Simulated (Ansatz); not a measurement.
Reactions of `C[Se][Al]([F])[Cl]`.

Calculated with Ansatz (gas phase, PBE0-D4/def2-TZVP geometries, no zero-point term in ΔE). CBS: MP2 limit from def2 TZ/QZ plus the TZ coupled-cluster correction, frozen cores. This one scheme is used for every species. def2 core potentials past Kr. For Hf, Se outer-core shells are correlated without core-valence functions, which leaves a few kJ/mol of doubt a bond. Scalar relativity is left out up to krypton. Each species was taken in one conformer, which may not be the lowest.

Task: Order these by ΔE at CCSD(T)/CBS, lowest first. (Estimate.)
A. `C[Se][Al]([F])[Cl]` + HCl → `[F][Al]([Cl])[Cl]` + `C[SeH]`
B. `C[Se][Al]([F])[Cl]` + `[NH2][Hf]([F])([F])[F]` → `C[NH][Hf]([F])([F])[F]` + `[F][Al]([Cl])[SeH]`
C. `C[Se][Al]([F])[Cl]` + H₂Se → `[F][Al]([Cl])[SeH]` + `C[SeH]`
D. `C[Se][Al]([F])[Cl]` + `C=CC` → `C=C[CH2][Al]([F])[Cl]` + `C[SeH]`
E. `C[Se][Al]([F])[Cl]` + `[OH][Hf]([F])([SH])[Cl]` → `C[S][Hf]([OH])([F])[Cl]` + `[F][Al]([Cl])[SeH]`
F. `C[Se][Al]([F])[Cl]` + CH₃OH → `C[O][Al]([F])[Cl]` + `C[SeH]`

Result: A (-8.8 kcal/mol), F (-3.3 kcal/mol), C (-0.7 kcal/mol), E (+3.1 kcal/mol), B (+7.3 kcal/mol), D (+27.3 kcal/mol).

Largest T1 diagnostic: 0.016, for `[NH2][Hf]([F])([F])[F]`.
